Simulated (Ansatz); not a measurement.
Abridged output of a molecular run in Ansatz:

```
Functional definition: HF
1478 factors; integrals over basis functions are off by at most 1.1e-3 eV
mean field evaluation 1: about -5235.4738 eV, gradient 6.0e1 eV
mean field evaluation 2: about -5235.5502 eV, gradient 6.0e1 eV
mean field evaluation 4: about -5242.7823 eV, gradient 5.0e0 eV
mean field evaluation 8: about -5242.8907 eV, gradient 5.1e-1 eV
mean field -5242.89283401 eV, -192.6727578895 hartree, gradient 3.5e-6 eV, S^2 0.000000; 0 other end points of the search recorded, 0 dependent functions left out
3 core orbitals not correlated: weight in the atoms' cores, before any rotation towards them, 1.000 or more for the frozen orbitals, at most 0.000 for the correlated occupied ones
reference -5242.89283401 eV, -192.6727578895 hartree; 16, 16 occupied and 228, 228 virtual orbitals, 1478 factors
second order -23.84187204 eV of doubles, -0.00000000 eV of singles
cycle   1  -24.15265677 eV  change   -3.1e-1 eV  update   1.1e-1
cycle   2  -24.63345857 eV  change   -4.8e-1 eV  update   3.5e-2
cycle   3  -24.78204135 eV  change   -1.5e-1 eV  update   2.0e-2
cycle   4  -24.77654503 eV  change    5.5e-3 eV  update   6.1e-3
cycle   5  -24.77167010 eV  change    4.9e-3 eV  update   3.0e-3
cycle   6  -24.77217517 eV  change   -5.1e-4 eV  update   1.3e-3
cycle   7  -24.77190770 eV  change    2.7e-4 eV  update   5.9e-4
cycle   8  -24.77175631 eV  change    1.5e-4 eV  update   2.4e-4
cycle   9  -24.77185695 eV  change   -1.0e-4 eV  update   1.0e-4
cycle  10  -24.77188506 eV  change   -2.8e-5 eV  update   3.4e-5
perturbative correction -0.90376818 eV, -0.0332128680 hartree
Total energy: -5268.56848725 eV, -193.6163207425 hartree
```

Its atoms:

Z-matrix (Å, degrees):
```
C
Y 1 2.359
H 1 1.097 2 115.7
H 1 1.100 2 109.3 3 119.7
H 1 1.100 2 112.7 3 -123.3
C 2 2.359 1 110.4 3 -171.8
O 2 2.004 1 115.4 3 -39.2
H 6 1.098 2 115.3 1 -159.4
H 6 1.099 2 110.6 1 80.8
H 6 1.099 2 111.9 1 -37.1
H 7 0.953 2 170.7 1 -65.8
```

**Question.** Which basis set was used?
A. cc-pV(Q+d)Z
B. def2-TZVPPD
C. cc-pV(D+d)Z
D. def2-TZVPP

**Answer.** D. It gives 247 functions.

**Question.** Write the keys of the input that set method, charge and spin (a neutral closed shell needs none for the last two).

**Answer.** 
```yaml
correlation: {method: ccsd_t}
```
